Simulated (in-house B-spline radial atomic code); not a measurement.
Configurations of As VII (As6+), with energies counted from [Ar] (3d3/2)4 (3d5/2)5. Method: Dirac-Hartree-Fock, average of each configuration as written, Fermi nucleus of rms radius 4.0968 fm. Calculated with a B-spline radial code for spherical atoms. Energies include first-order Breit, QED and recoil terms.

Occupations are held fixed; configurations that lie above the ionisation limit could autoionise.

```
                                        configuration  E - E(ref) (eV)  highest orbital  its <r> (bohr)
                           [Ar] (3d3/2)3 (3d5/2)5 6s1           119.62            6s1/2           4.672
                      [Ar] (3d3/2)3 (3d5/2)5 (6p1/2)1           122.42            6p1/2           5.007
[Ne] 3s2 (3p1/2)1 (3p3/2)4 (3d3/2)3 (3d5/2)6 (4d5/2)1           195.98            4d5/2           1.989
     [Ne] 3s2 (3p1/2)2 (3p3/2)3 (3d3/2)3 (3d5/2)6 6s1           223.02            6s1/2           4.672
[Ne] 3s2 (3p1/2)2 (3p3/2)3 (3d3/2)4 (3d5/2)5 (5f5/2)1           224.25            5f5/2           4.326
[Ne] 3s2 (3p1/2)2 (3p3/2)3 (3d3/2)3 (3d5/2)6 (7p1/2)1           234.55            7p1/2           7.323
[Ne] 3s2 (3p1/2)2 (3p3/2)3 (3d3/2)3 (3d5/2)6 (7f5/2)1           239.88            7f5/2             9.4
```

Q: Order these further configurations by energy, lowest first.
A. [Ne] 3s2 (3p1/2)2 (3p3/2)3 (3d3/2)4 (3d5/2)5 7s1
B. [Ar] (3d3/2)3 (3d5/2)6
C. [Ar] (3d3/2)2 (3d5/2)6 (6d5/2)1
D. [Ne] 3s2 (3p1/2)1 (3p3/2)4 3d10
E. [Ar] (3d3/2)4 (3d5/2)4 (6f5/2)1

A: B (0.70013 eV), D (108.58 eV), C (127.45 eV), E (130.4 eV), A (230.78 eV).

Q: How far above the reference does [Ar] (3d3/2)3 (3d5/2)5 (4f7/2)1 lie?

A: 107.85 eV; its least bound orbital is 4f7/2 with <r> = 2.46 bohr.

Q: How far above the reference does [Ne] 3s2 (3p1/2)1 (3p3/2)4 (3d3/2)4 (3d5/2)5 (6p3/2)1 lie?

A: 230.74 eV; its least bound orbital is 6p3/2 with <r> = 5.032 bohr.
